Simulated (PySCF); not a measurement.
C₃H₅NO₃Si.
Geometry (GFN2-xTB, Å), atoms numbered from 1 in this order:
```xyz
13
C3H5NO3Si angstrom
N      2.607    2.646    0.518
C      2.404    1.521    0.451
Si     2.025   -0.314    0.323
O      0.427   -0.549    0.332
C     -0.604   -0.059   -0.451
C     -1.944   -0.534    0.088
O     -2.111   -1.243    1.035
O     -2.944   -0.046   -0.656
H      2.409   -0.997    1.541
H      2.656   -0.715   -0.938
H     -0.611    1.039   -0.462
H     -0.515   -0.405   -1.489
H     -3.801   -0.344   -0.309
```

Method used: TDDFT PBE0/def2-SVPD, vertical, gas phase, core orbitals frozen in the response (PySCF 2.14.0, density-fitted response routines).

Computed states:

```csv
state,E (eV),f
S1,5.95,0.0003
S2,6.57,0.0020
S3,6.71,0.0041
S4,6.92,0.0015
S5,7.40,0.0053
S6,7.47,0.0098
S7,7.49,0.0038
S8,7.54,0.056
```

Each state is given a Gaussian of 0.25 eV full width at half maximum, with ε(max) = 2.175×10⁸ f / Δν̃ (Δν̃ the width in cm⁻¹). The width is an assumption, not a result. The curve ends short of the highest state used, and states not computed would add to its high-energy end.

**Question.** What does the envelope look like, and where are its maxima?

**Answer.** 
E (eV), ε (L mol⁻¹ cm⁻¹) and a bar:
```
     5.57          0 
     5.61          0 
     5.64          0 
     5.67          1 
     5.70          2 
     5.73          3 
     5.76          6 
     5.80         11 #
     5.83         15 #
     5.86         20 #
     5.89         24 #
     5.92         27 #
     5.96         28 #
     5.99         26 #
     6.02         22 #
     6.05         18 #
     6.08         13 #
     6.11          9 
     6.15          5 
     6.18          3 
     6.21          2 
     6.24          2 
     6.27          4 
     6.30          8 
     6.34         21 #
     6.37         38 ##
     6.40         64 ###
     6.43        102 #####
     6.46        151 ########
     6.50        233 ############
     6.53        303 ################
     6.56        376 ####################
     6.59        445 ########################
     6.62        504 ###########################
     6.65        547 #############################
     6.69        567 ##############################
     6.72        552 #############################
     6.75        514 ###########################
     6.78        460 ########################
     6.81        401 #####################
     6.85        328 #################
     6.88        282 ###############
     6.91        242 #############
     6.94        207 ###########
```

Maxima: 208 nm (5.95 eV), ε about 28, made up of S1 (100%); 185 nm (6.69 eV), ε about 570, made up of S2 (21%) and S3 (76%) (ε in L mol⁻¹ cm⁻¹; maxima over ε = 5, shares over 10%).

**Question.** On this curve, what absorbance would a 10⁻⁴ mol/L sample give at 193 nm over a 1 cm path?

**Answer.** 193 nm is 6.424 eV, where ε is about 93 L mol⁻¹ cm⁻¹, so A = ε c l ≈ 0.0093 (Beer–Lambert, with the gas-phase spectrum and the assumed width).

**Question.** What would ε be at 6.69 eV, the highest of these maxima, with half the width (0.125 eV)?

**Answer.** About 851 L mol⁻¹ cm⁻¹ against 567, a factor of about 1.5; a lone state at its own centre would give exactly 2.

**Question.** Coming from long wavelengths, where does ε first pass 100 L mol⁻¹ cm⁻¹?

**Answer.** At about 193 nm (6.43 eV), 0.48 eV above S1.

The run took 40 s wall on an Arm Neoverse V2 with one thread, shared host with 96 logical CPUs at a one-minute load of 36, and the process peaked at 0.84 GiB of memory.

One conformer stands for the species.
